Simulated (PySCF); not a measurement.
Isomers of C5H8OSi, one GFN2-xTB conformer each. Single-point energies are computed at PBE0/pcSseg-1 (PySCF, gas phase, no added dispersion term), electronic only.

```csv
SMILES,GFN2-xTB relative energy (kJ/mol)
C#C[SiH2]O/C=C\C,70.0
C=CC#C[SiH2]OC,72.6
CC#C/C=C\O[SiH3],0.0
```

Conformers: `[CH:1]#[C:2][SiH2:3][O:4]/[CH:5]=[CH:6]\[CH3:7]` with C2–Si3–O4–C5 58°, Si3–O4–C5–C6 178°; `[CH2:1]=[CH:2][C:3]#[C:4][SiH2:5][O:6][CH3:7]` with C4–Si5–O6–C7 -57°; `[CH3:1][C:2]#[C:3]/[CH:4]=[CH:5]\[O:6][SiH3:7]` with C4–C5–O6–Si7 -1°.

**Question.** What does PBE0/pcSseg-1 give for the same structures?

**Answer.** 
```tsv
SMILES	PBE0/pcSseg-1 E (Eh)	PBE0/pcSseg-1 (kJ/mol)	GFN2-xTB (kJ/mol)	point group
C=CC#C[SiH2]OC	-559.52049	0.0	72.6	C1
C#C[SiH2]O/C=C\C	-559.51965	2.2	70.0	C1
CC#C/C=C\O[SiH3]	-559.51430	16.3	0.0	–
```

GFN2-xTB puts CC#C/C=C\O[SiH3] lowest instead; measured from each level's own lowest isomer, the values differ by up to 72.6 kJ/mol (C=CC#C[SiH2]OC: 72.6 against 0.0). As drawn, the lowest has an Si–C bond, which the highest lacks. Neighbours under 10 kJ/mol apart (C=CC#C[SiH2]OC and C#C[SiH2]O/C=C\C) can change places with a better method, another conformer or zero-point energy.

**Question.** Which frontier levels, dipoles and rotational constants go with these structures?

**Answer.** 
```
          SMILES  HOMO (eV, PBE0/pcSseg-1)  LUMO (eV)  dipole (D)       A, B, C (MHz)
  C=CC#C[SiH2]OC                     -7.21      -1.22        1.79  5906, 811.3, 730.7
C#C[SiH2]O/C=C\C                     -6.57      -0.53        1.01  5044, 987.5, 891.8
CC#C/C=C\O[SiH3]                     -6.27      -0.33        1.19    3170, 1440, 1008
```

**Question.** As an exercise, what shares would exp(−E/RT) give at 1000 K from these electronic energies alone (no entropy, no degeneracies)?

**Answer.** RT = 8.314 kJ/mol: C=CC#C[SiH2]OC 52.5 %, C#C[SiH2]O/C=C\C 40.1 %, CC#C/C=C\O[SiH3] 7.4 %.
